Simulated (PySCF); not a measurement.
## H2SbN at several levels of theory

All levels use the PBE0 minimum (singlet; Sb–H 1.704 Å (×2), Sb–N 1.832 Å; H–Sb–H 101.3°, H–Sb–N 129.3° (×2)), basis [Sb def2-TZVP with ECP28, N def2-TZVP, H def2-TZVP], scalar-relativistic core potentials, density fitting, no spin–orbit coupling, PySCF. For vertical energies the ionised species is a doublet (spins chosen at PBE0 and kept) and the electron-attached one a doublet. Atomisation goes to high-spin ground-configuration atoms, without zero-point energy. Open shells are unrestricted, also as the reference of the correlated levels. A dash marks a value that was not computed or is not defined at that level.

| level | atomisation (kJ/mol) | vertical IP (eV) | vertical EA (eV) | −ε(HOMO) (eV) | gap (eV) | dipole (D) |
| --- | --- | --- | --- | --- | --- | --- |
| PBE0 | 575 | 8.31 | 1.05 | 6.66 | 3.76 | 4.21 |
| HF | 29 | 6.10 | 0.98 | 9.35 | 10.07 | 4.40 |
| MP2 | 534 | 9.31 | 0.34 | – | – | – |
| PBE | 667 | 8.50 | 0.85 | 5.28 | 1.51 | 3.93 |
| CCSD(T) | 561 | – | – | – | – | – |
| r2SCAN | 591 | – | – | 5.56 | 1.86 | 4.05 |

For H₂SbN itself CCSD(T) correlates 22 electrons; T1 = 0.034, D1 = 0.115, (T) = -78 kJ/mol. T1 is large, so the single-reference value is itself in doubt.

Task: Which levels differ least and most from CCSD(T) in the atomisation?

Result: Least: PBE0 (+14 kJ/mol); most: HF (-532 kJ/mol). CCSD(T) atomisation energies in a triple-zeta basis lie tens of kJ/mol low, so this is no ranking by accuracy.

Spin contamination in at least one species weakens the values at: HF, MP2, CCSD(T).

Without diffuse functions attachment energies tend to come out too low.
